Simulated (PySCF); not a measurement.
## Calculated data, Al₂H₃, Al₂H₄

All values are calculated (PySCF 2.14.0). Calculation on a computer-drawn molecule: vertical ionisation energy to the stated ion spin, frozen-core CCSD(T) at the basis limit and cheaper methods, single-reference cases, UHF for radicals, no spin-orbit; all values are single points at the evaluated structure, the first of each entry, which is the reference or a displaced copy of it and isn't optimised; the reference structure only sets the zero of the energies above reference; triples share is (T) over the correlation energy.

Common to all runs: multiplicity 1; ion multiplicity 2; diffuse functions no; basis cc-pV(n+d)Z; reference is the Hartree-Fock double-zeta minimum; best is HF at quadruple zeta + MP2 correlation extrapolated from triple and quadruple zeta + CCSD(T) minus MP2 at triple zeta; basis step is the size of the change from the same recipe one zeta lower.

(1) Al₂H₃

Evaluated structure:
```xyz
5
Al2H3
Al    -0.5912     1.4926     2.9867
Al    -1.5218    -0.5600     1.5207
H     -0.0757     2.7485     3.9220
H     -1.0327    -1.9915     2.0466
H     -2.4747    -0.0634     0.3064
```

Reference structure:
```xyz
5
Al2H3
Al    -0.6019     1.4863     3.0333
Al    -1.5321    -0.5962     1.5613
H     -0.0662     2.6844     3.8809
H     -1.0242    -1.9654     2.0997
H     -2.4406    -0.1231     0.3893
```

| Item | Value |
| --- | --- |
| charge | 1 |
| ionisation energy best | 15.33 eV |
| ionisation energy basis step | 0.03227 eV |
| energy above reference best | 1.803 kcal/mol |
| energy above reference basis step | 0.1248 kcal/mol |
| ionisation energy Koopmans at triple zeta | 15.27 eV |
| ionisation energy EOM CCSD at triple zeta | 15.3 eV |
| total energy HF triple zeta | -485.3203 hartree |
| total energy CCSD(T) triple zeta | -485.4861 hartree |
| total energy best | -485.5050 hartree |
| T1 diagnostic at triple zeta | 0.01193 |
| D1 diagnostic at triple zeta | 0.02541 |
| ion T1 diagnostic at triple zeta | 0.03073 |
| ion D1 diagnostic at triple zeta | 0.06785 |
| ion spin squared at triple zeta | 0.8308 |
| triples share at triple zeta | 0.0204 |
| basis functions triple zeta | 120 |

Drawn bonds:
```csv
atom,other atom,order
1,2,1
1,3,1
2,4,1
2,5,1
```

Triple zeta:
```csv
method,ionisation energy (eV),energy above reference (kcal/mol)
HF,14.47,2.521
PBE,14.86,0.7115
r2SCAN,14.91,1.495
B3LYP,15.05,1.791
wB97X,15.21,2.094
MP2,15.22,2.311
CCSD,15.22,1.892
CCSD(T),15.23,1.78
```

(2) Al₂H₃

Evaluated structure:
```xyz
5
Al2H3
Al    -0.6174     1.4875     3.0623
Al    -1.5209    -0.5915     1.5592
H     -0.0468     2.7391     3.8645
H     -1.0086    -1.9927     2.1505
H     -2.4259    -0.1042     0.4290
```

Reference structure:
```xyz
5
Al2H3
Al    -0.6019     1.4863     3.0333
Al    -1.5321    -0.5962     1.5613
H     -0.0662     2.6844     3.8809
H     -1.0242    -1.9654     2.0997
H     -2.4406    -0.1231     0.3893
```

| Item | Value |
| --- | --- |
| charge | 1 |
| ionisation energy best | 15.28 eV |
| ionisation energy basis step | 0.03256 eV |
| energy above reference best | 0.6611 kcal/mol |
| energy above reference basis step | 0.009748 kcal/mol |
| ionisation energy Koopmans at triple zeta | 15.18 eV |
| ionisation energy EOM CCSD at triple zeta | 15.24 eV |
| total energy HF triple zeta | -485.3230 hartree |
| total energy CCSD(T) triple zeta | -485.4879 hartree |
| total energy best | -485.5069 hartree |
| T1 diagnostic at triple zeta | 0.01116 |
| D1 diagnostic at triple zeta | 0.02381 |
| ion T1 diagnostic at triple zeta | 0.02701 |
| ion D1 diagnostic at triple zeta | 0.05891 |
| ion spin squared at triple zeta | 0.8121 |
| triples share at triple zeta | 0.01974 |
| basis functions triple zeta | 120 |

Drawn bonds:
```csv
atom,other atom,order
1,2,1
1,3,1
2,4,1
2,5,1
```

Triple zeta:
```csv
method,ionisation energy (eV),energy above reference (kcal/mol)
HF,14.39,0.8675
PBE,14.83,0.3421
r2SCAN,14.87,0.5909
B3LYP,15.01,0.6318
wB97X,15.14,0.7474
MP2,15.13,0.787
CCSD,15.17,0.6725
CCSD(T),15.18,0.6397
```

(3) Al₂H₃

Evaluated structure:
```xyz
5
Al2H3
Al    -0.6174     1.4875     3.0623
Al    -1.5209    -0.5915     1.5592
H     -0.0468     2.7391     3.8645
H     -0.8726    -2.3646     2.3075
H     -2.4259    -0.1042     0.4290
```

Reference structure:
```xyz
5
Al2H3
Al    -0.6019     1.4863     3.0333
Al    -1.5321    -0.5962     1.5613
H     -0.0662     2.6844     3.8809
H     -1.0242    -1.9654     2.0997
H     -2.4406    -0.1231     0.3893
```

| Property | Result |
| --- | --- |
| charge | 1 |
| ionisation energy best | 14.77 eV |
| ionisation energy basis step | 0.02757 eV |
| energy above reference best | 21.41 kcal/mol |
| energy above reference basis step | 0.06486 kcal/mol |
| ionisation energy Koopmans at triple zeta | 14.79 eV |
| ionisation energy EOM CCSD at triple zeta | 14.76 eV |
| total energy HF triple zeta | -485.2856 hartree |
| total energy CCSD(T) triple zeta | -485.4552 hartree |
| total energy best | -485.4738 hartree |
| T1 diagnostic at triple zeta | 0.01445 |
| D1 diagnostic at triple zeta | 0.03303 |
| ion T1 diagnostic at triple zeta | 0.03598 |
| ion D1 diagnostic at triple zeta | 0.1049 |
| ion spin squared at triple zeta | 0.8482 |
| triples share at triple zeta | 0.0224 |
| basis functions triple zeta | 120 |

Drawn bonds:
```csv
atom,other atom,order
1,2,1
1,3,1
2,4,1
2,5,1
```

Triple zeta:
```csv
method,ionisation energy (eV),energy above reference (kcal/mol)
HF,13.61,24.3
PBE,14.38,18.71
r2SCAN,14.37,20.81
B3LYP,14.53,21.27
wB97X,14.68,22.67
MP2,14.53,23.15
CCSD,14.66,21.56
CCSD(T),14.68,21.19
```

(4) Al₂H₃

Evaluated structure:
```xyz
5
Al2H3
Al    -0.6174     1.4875     3.0623
Al    -1.5209    -0.5915     1.5592
H     -0.0468     2.7391     3.8645
H     -0.8582    -2.4039     2.3240
H     -2.4259    -0.1042     0.4290
```

Reference structure:
```xyz
5
Al2H3
Al    -0.6019     1.4863     3.0333
Al    -1.5321    -0.5962     1.5613
H     -0.0662     2.6844     3.8809
H     -1.0242    -1.9654     2.0997
H     -2.4406    -0.1231     0.3893
```

| Property | Result |
| --- | --- |
| charge | 1 |
| ionisation energy best | 14.67 eV |
| ionisation energy basis step | 0.02585 eV |
| energy above reference best | 24.36 kcal/mol |
| energy above reference basis step | 0.1 kcal/mol |
| ionisation energy Koopmans at triple zeta | 14.69 eV |
| ionisation energy EOM CCSD at triple zeta | 14.66 eV |
| total energy HF triple zeta | -485.2802 hartree |
| total energy CCSD(T) triple zeta | -485.4505 hartree |
| total energy best | -485.4691 hartree |
| T1 diagnostic at triple zeta | 0.01502 |
| D1 diagnostic at triple zeta | 0.03485 |
| ion T1 diagnostic at triple zeta | 0.03269 |
| ion D1 diagnostic at triple zeta | 0.09079 |
| ion spin squared at triple zeta | 0.8371 |
| triples share at triple zeta | 0.02279 |
| basis functions triple zeta | 120 |

Drawn bonds:
```csv
atom,other atom,order
1,2,1
1,3,1
2,4,1
2,5,1
```

Triple zeta:
```csv
method,ionisation energy (eV),energy above reference (kcal/mol)
HF,13.47,27.73
PBE,14.31,21.46
r2SCAN,14.28,23.77
B3LYP,14.45,24.25
wB97X,14.58,25.88
MP2,14.4,26.38
CCSD,14.56,24.55
CCSD(T),14.58,24.13
```

(5) Al₂H₄

Evaluated structure:
```xyz
6
Al2H4
Al     0.0337    -0.9673    -0.7349
Al     1.8453     0.8036    -0.0473
H     -1.1233    -0.6287    -1.7708
H      0.0292    -2.4411    -0.1396
H      1.6383     1.7830     1.1873
H      3.2136     0.9595    -0.8410
```

Reference structure:
```xyz
6
Al2H4
Al     0.0337    -0.9673    -0.7349
Al     1.8453     0.8036    -0.0473
H     -1.1233    -0.6287    -1.7708
H      0.0292    -2.4411    -0.1396
H      1.6383     1.7830     1.1873
H      3.2136     0.9595    -0.8410
```

| Item | Value |
| --- | --- |
| charge | 0 |
| ionisation energy best | 9.156 eV |
| ionisation energy basis step | 0.03532 eV |
| energy above reference best | 0 kcal/mol |
| energy above reference basis step | 0 kcal/mol |
| ionisation energy Koopmans at triple zeta | 9.193 eV |
| ionisation energy EOM CCSD at triple zeta | 9.126 eV |
| total energy HF triple zeta | -486.1453 hartree |
| total energy CCSD(T) triple zeta | -486.3525 hartree |
| total energy best | -486.3767 hartree |
| T1 diagnostic at triple zeta | 0.01089 |
| D1 diagnostic at triple zeta | 0.01905 |
| ion T1 diagnostic at triple zeta | 0.02018 |
| ion D1 diagnostic at triple zeta | 0.05918 |
| ion spin squared at triple zeta | 0.7677 |
| triples share at triple zeta | 0.02161 |
| basis functions triple zeta | 134 |
| dipole magnitude HF at triple zeta | 0.0003813 debye |
| dipole magnitude CCSD unrelaxed at triple zeta | 0.0003597 debye |
| dipole magnitude PBE at triple zeta | 0.0002978 debye |
| dipole magnitude r2SCAN at triple zeta | 0.0003949 debye |
| dipole magnitude B3LYP at triple zeta | 0.0003387 debye |
| dipole magnitude wB97X at triple zeta | 0.0002961 debye |

Drawn bonds:
```csv
atom,other atom,order
1,2,1
1,3,1
1,4,1
2,5,1
2,6,1
```

Triple zeta:
```csv
method,ionisation energy (eV),energy above reference (kcal/mol)
HF,8.271,0
PBE,8.754,0
r2SCAN,8.823,0
B3LYP,8.93,0
wB97X,9.029,0
MP2,8.991,0
CCSD,9.039,0
CCSD(T),9.061,0
```

(6) Al₂H₄

Evaluated structure:
```xyz
6
Al2H4
Al     0.0499    -0.9795    -0.7430
Al     1.8822     0.7661    -0.0608
H     -1.1387    -0.6447    -1.7938
H      0.0173    -2.4538    -0.1327
H      1.6320     1.7663     1.1909
H      3.2077     0.9583    -0.8305
```

Reference structure:
```xyz
6
Al2H4
Al     0.0337    -0.9673    -0.7349
Al     1.8453     0.8036    -0.0473
H     -1.1233    -0.6287    -1.7708
H      0.0292    -2.4411    -0.1396
H      1.6383     1.7830     1.1873
H      3.2136     0.9595    -0.8410
```

| Property | Result |
| --- | --- |
| charge | 0 |
| ionisation energy best | 9.182 eV |
| ionisation energy basis step | 0.03524 eV |
| energy above reference best | 0.6383 kcal/mol |
| energy above reference basis step | 0.005652 kcal/mol |
| ionisation energy Koopmans at triple zeta | 9.226 eV |
| ionisation energy EOM CCSD at triple zeta | 9.154 eV |
| total energy HF triple zeta | -486.1441 hartree |
| total energy CCSD(T) triple zeta | -486.3515 hartree |
| total energy best | -486.3757 hartree |
| T1 diagnostic at triple zeta | 0.01102 |
| D1 diagnostic at triple zeta | 0.01935 |
| ion T1 diagnostic at triple zeta | 0.02055 |
| ion D1 diagnostic at triple zeta | 0.05977 |
| ion spin squared at triple zeta | 0.7692 |
| triples share at triple zeta | 0.02169 |
| basis functions triple zeta | 134 |
| dipole magnitude HF at triple zeta | 0.2934 debye |
| dipole magnitude CCSD unrelaxed at triple zeta | 0.2628 debye |
| dipole magnitude PBE at triple zeta | 0.2369 debye |
| dipole magnitude r2SCAN at triple zeta | 0.2498 debye |
| dipole magnitude B3LYP at triple zeta | 0.2589 debye |
| dipole magnitude wB97X at triple zeta | 0.27 debye |

Drawn bonds:
```csv
atom,other atom,order
1,2,1
1,3,1
1,4,1
2,5,1
2,6,1
```

Triple zeta:
```csv
method,ionisation energy (eV),energy above reference (kcal/mol)
HF,8.306,0.6912
PBE,8.775,0.5008
r2SCAN,8.847,0.5878
B3LYP,8.953,0.6187
wB97X,9.058,0.6419
MP2,9.022,0.6883
CCSD,9.066,0.6357
CCSD(T),9.088,0.625
```

(7) Al₂H₄

Evaluated structure:
```xyz
6
Al2H4
Al    -0.0223    -0.8739    -0.7198
Al     1.8727     0.8150    -0.0549
H     -1.1717    -0.6099    -1.7933
H     -0.0431    -2.4033    -0.2013
H      1.6374     1.7705     1.1510
H      3.1377     0.9067    -0.7436
```

Reference structure:
```xyz
6
Al2H4
Al     0.0337    -0.9673    -0.7349
Al     1.8453     0.8036    -0.0473
H     -1.1233    -0.6287    -1.7708
H      0.0292    -2.4411    -0.1396
H      1.6383     1.7830     1.1873
H      3.2136     0.9595    -0.8410
```

| Property | Result |
| --- | --- |
| charge | 0 |
| ionisation energy best | 9.172 eV |
| ionisation energy basis step | 0.0347 eV |
| energy above reference best | 4.667 kcal/mol |
| energy above reference basis step | 0.1934 kcal/mol |
| ionisation energy Koopmans at triple zeta | 9.196 eV |
| ionisation energy EOM CCSD at triple zeta | 9.141 eV |
| total energy HF triple zeta | -486.1378 hartree |
| total energy CCSD(T) triple zeta | -486.3451 hartree |
| total energy best | -486.3693 hartree |
| T1 diagnostic at triple zeta | 0.01068 |
| D1 diagnostic at triple zeta | 0.0184 |
| ion T1 diagnostic at triple zeta | 0.02002 |
| ion D1 diagnostic at triple zeta | 0.05914 |
| ion spin squared at triple zeta | 0.7674 |
| triples share at triple zeta | 0.02133 |
| basis functions triple zeta | 134 |
| dipole magnitude HF at triple zeta | 0.7017 debye |
| dipole magnitude CCSD unrelaxed at triple zeta | 0.6428 debye |
| dipole magnitude PBE at triple zeta | 0.5874 debye |
| dipole magnitude r2SCAN at triple zeta | 0.6113 debye |
| dipole magnitude B3LYP at triple zeta | 0.6369 debye |
| dipole magnitude wB97X at triple zeta | 0.6527 debye |

Drawn bonds:
```csv
atom,other atom,order
1,2,1
1,3,1
1,4,1
2,5,1
2,6,1
```

Triple zeta:
```csv
method,ionisation energy (eV),energy above reference (kcal/mol)
HF,8.276,4.675
PBE,8.778,5.089
r2SCAN,8.843,4.66
B3LYP,8.95,4.439
wB97X,9.045,4.446
MP2,9.003,4.43
CCSD,9.054,4.597
CCSD(T),9.078,4.632
```

(8) Al₂H₄

Evaluated structure:
```xyz
6
Al2H4
Al    -0.0223    -0.8739    -0.7198
Al     1.8727     0.8150    -0.0549
H     -1.0903    -0.6286    -1.7172
H     -0.0431    -2.4033    -0.2013
H      1.6374     1.7705     1.1510
H      3.1377     0.9067    -0.7436
```

Reference structure:
```xyz
6
Al2H4
Al     0.0337    -0.9673    -0.7349
Al     1.8453     0.8036    -0.0473
H     -1.1233    -0.6287    -1.7708
H      0.0292    -2.4411    -0.1396
H      1.6383     1.7830     1.1873
H      3.2136     0.9595    -0.8410
```

| Property | Result |
| --- | --- |
| charge | 0 |

Drawn bonds:
```csv
atom,other atom,order
1,2,1
1,3,1
1,4,1
2,5,1
2,6,1
```

(9) Al₂H₄

Evaluated structure:
```xyz
6
Al2H4
Al    -0.0223    -0.8739    -0.7198
Al     1.8727     0.8150    -0.0549
H     -1.1782    -0.6084    -1.7994
H     -0.0431    -2.4033    -0.2013
H      1.6374     1.7705     1.1510
H      3.1377     0.9067    -0.7436
```

Reference structure:
```xyz
6
Al2H4
Al     0.0337    -0.9673    -0.7349
Al     1.8453     0.8036    -0.0473
H     -1.1233    -0.6287    -1.7708
H      0.0292    -2.4411    -0.1396
H      1.6383     1.7830     1.1873
H      3.2136     0.9595    -0.8410
```

| Property | Result |
| --- | --- |
| charge | 0 |

Drawn bonds:
```csv
atom,other atom,order
1,2,1
1,3,1
1,4,1
2,5,1
2,6,1
```

(10) Al₂H₄

Evaluated structure:
```xyz
6
Al2H4
Al    -0.0223    -0.8739    -0.7198
Al     1.8727     0.8150    -0.0549
H     -1.2402    -0.5942    -1.8572
H     -0.0431    -2.4033    -0.2013
H      1.6374     1.7705     1.1510
H      3.1377     0.9067    -0.7436
```

Reference structure:
```xyz
6
Al2H4
Al     0.0337    -0.9673    -0.7349
Al     1.8453     0.8036    -0.0473
H     -1.1233    -0.6287    -1.7708
H      0.0292    -2.4411    -0.1396
H      1.6383     1.7830     1.1873
H      3.2136     0.9595    -0.8410
```

| Property | Result |
| --- | --- |
| charge | 0 |

Drawn bonds:
```csv
atom,other atom,order
1,2,1
1,3,1
1,4,1
2,5,1
2,6,1
```

**Q.** What ionisation energy EOM CCSD at triple zeta does the calculation give for Al₂H₄ (entry 8)?
**A.** 9.111 eV

**Q.** Give the table of triple zeta values for Al₂H₄ (entry 8).
**A.** 
Triple zeta:
```csv
method,ionisation energy (eV),energy above reference (kcal/mol)
HF,8.231,6.751
PBE,8.759,7.607
r2SCAN,8.817,6.829
B3LYP,8.927,6.445
wB97X,9.015,6.416
MP2,8.968,6.36
CCSD,9.025,6.673
CCSD(T),9.05,6.742
```

**Q.** What dipole magnitude r2SCAN at triple zeta does the calculation give for Al₂H₄ (entry 9)?
**A.** 0.6233 debye

**Q.** What dipole magnitude CCSD unrelaxed at triple zeta does the calculation give for Al₂H₄ (entry 10)?
**A.** 0.7924 debye

Further results for Al₂H₄ (entry 8):

| Quantity | Value |
| --- | --- |
| ionisation energy best | 9.145 eV |
| ionisation energy basis step | 0.03454 eV |
| energy above reference best | 6.778 kcal/mol |
| energy above reference basis step | 0.3067 kcal/mol |
| ionisation energy Koopmans at triple zeta | 9.151 eV |
| total energy HF triple zeta | -486.1345 hartree |
| total energy CCSD(T) triple zeta | -486.3417 hartree |
| total energy best | -486.3659 hartree |
| T1 diagnostic at triple zeta | 0.0104 |
| D1 diagnostic at triple zeta | 0.01825 |
| ion T1 diagnostic at triple zeta | 0.01961 |
| ion D1 diagnostic at triple zeta | 0.05893 |
| ion spin squared at triple zeta | 0.7661 |
| triples share at triple zeta | 0.02109 |
| basis functions triple zeta | 134 |
| dipole magnitude HF at triple zeta | 0.5874 debye |
| dipole magnitude CCSD unrelaxed at triple zeta | 0.5378 debye |
| dipole magnitude PBE at triple zeta | 0.4881 debye |
| dipole magnitude r2SCAN at triple zeta | 0.5096 debye |
| dipole magnitude B3LYP at triple zeta | 0.5298 debye |
| dipole magnitude wB97X at triple zeta | 0.5459 debye |

Further results for Al₂H₄ (entry 9):

| Quantity | Value |
| --- | --- |
| ionisation energy best | 9.174 eV |
| ionisation energy basis step | 0.03472 eV |
| energy above reference best | 4.687 kcal/mol |
| energy above reference basis step | 0.1876 kcal/mol |
| ionisation energy Koopmans at triple zeta | 9.199 eV |
| ionisation energy EOM CCSD at triple zeta | 9.143 eV |
| total energy HF triple zeta | -486.1378 hartree |
| total energy CCSD(T) triple zeta | -486.3451 hartree |
| total energy best | -486.3693 hartree |
| T1 diagnostic at triple zeta | 0.01071 |
| D1 diagnostic at triple zeta | 0.01845 |
| ion T1 diagnostic at triple zeta | 0.02007 |
| ion D1 diagnostic at triple zeta | 0.0592 |
| ion spin squared at triple zeta | 0.7675 |
| triples share at triple zeta | 0.02136 |
| basis functions triple zeta | 134 |
| dipole magnitude HF at triple zeta | 0.7156 debye |
| dipole magnitude CCSD unrelaxed at triple zeta | 0.655 debye |
| dipole magnitude PBE at triple zeta | 0.5989 debye |
| dipole magnitude B3LYP at triple zeta | 0.6494 debye |
| dipole magnitude wB97X at triple zeta | 0.6656 debye |

Triple zeta:
```csv
method,ionisation energy (eV),energy above reference (kcal/mol)
HF,8.279,4.702
PBE,8.779,5.071
r2SCAN,8.844,4.671
B3LYP,8.952,4.461
wB97X,9.047,4.473
MP2,9.006,4.465
CCSD,9.056,4.617
CCSD(T),9.08,4.65
```

Further results for Al₂H₄ (entry 10):

| Quantity | Value |
| --- | --- |
| ionisation energy best | 9.19 eV |
| ionisation energy basis step | 0.035 eV |
| energy above reference best | 5.931 kcal/mol |
| energy above reference basis step | 0.1542 kcal/mol |
| ionisation energy Koopmans at triple zeta | 9.23 eV |
| ionisation energy EOM CCSD at triple zeta | 9.162 eV |
| total energy HF triple zeta | -486.1356 hartree |
| total energy CCSD(T) triple zeta | -486.3431 hartree |
| total energy best | -486.3673 hartree |
| T1 diagnostic at triple zeta | 0.01102 |
| D1 diagnostic at triple zeta | 0.01973 |
| ion T1 diagnostic at triple zeta | 0.02081 |
| ion D1 diagnostic at triple zeta | 0.05988 |
| ion spin squared at triple zeta | 0.7706 |
| triples share at triple zeta | 0.02158 |
| basis functions triple zeta | 134 |
| dipole magnitude HF at triple zeta | 0.8755 debye |
| dipole magnitude PBE at triple zeta | 0.7291 debye |
| dipole magnitude r2SCAN at triple zeta | 0.7594 debye |
| dipole magnitude B3LYP at triple zeta | 0.7914 debye |
| dipole magnitude wB97X at triple zeta | 0.8128 debye |

Triple zeta:
```csv
method,ionisation energy (eV),energy above reference (kcal/mol)
HF,8.311,6.052
PBE,8.788,5.91
r2SCAN,8.858,5.807
B3LYP,8.965,5.686
wB97X,9.068,5.774
MP2,9.031,5.861
CCSD,9.074,5.857
CCSD(T),9.096,5.857
```
